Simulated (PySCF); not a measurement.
Mapped SMILES: `[CH2:1]=[C:2]([CH3:3])[SiH2:4][S:5][SiH3:6]`; H(Xn) means a hydrogen on atom n. Ha(C1) is cis to C3; Hb(C1) is trans to C3.

Geometry: PBE0-D3(BJ)/def2-SVP; GIAO shifts from PySCF 2.14.0 with density-fitted response routines, gas phase, non-relativistic, averaged over equivalent atoms.

At PBE0/pcSseg-1 (173 basis functions, 22 s wall time on 1 thread of an Arm Neoverse V1, shared host):
| atoms | δ (ppm) |
| --- | --- |
| C2 | 150.1 |
| C1 | 139.8 |
| C3 | 24.7 |
| Si4 | -17.0 |
| Si6 | -51.0 |
| S5 | -340.9 |
| Ha(C1) | 6.06 |
| Hb(C1) | 6.01 |
| H(Si4) | 4.88 |
| H(Si6) | 4.60 |
| H(C3) | 2.08 |

Scale: $^{13}$C (σref 184.41) and $^{29}$Si (σref 351.99) and $^{1}$H (σref 31.27) vs TMS; CS2 for $^{33}$S (σref 495.66) (reference shieldings calculated alike).

What do these become at KT3/pcSseg-1?

## Answers


```
 atoms  δ at KT3/pcSseg-1  change
    C2              137.8   -12.3
    C1              126.5   -13.3
    C3               25.1    +0.4
   Si4              -20.5    -3.5
   Si6              -51.9    -0.9
    S5             -302.3   +38.6
Ha(C1)               5.84   -0.22
Hb(C1)               5.78   -0.23
H(Si4)               4.79   -0.09
H(Si6)               4.49   -0.11
 H(C3)               2.07   -0.01
```

δ = σ(ref) − σ, references computed at the same level: $^{13}$C (182.31 ppm) and $^{29}$Si (365.51 ppm) and $^{1}$H (31.32 ppm) vs TMS; $^{33}$S (516.28 ppm) vs CS2.

The largest change is at S5 (sulfur bonded to 2 Si). Cost: 173 basis functions, 30 s wall time on 1 thread of an Arm Neoverse V1, shared host. The order of the carbon signals is the same at both levels.
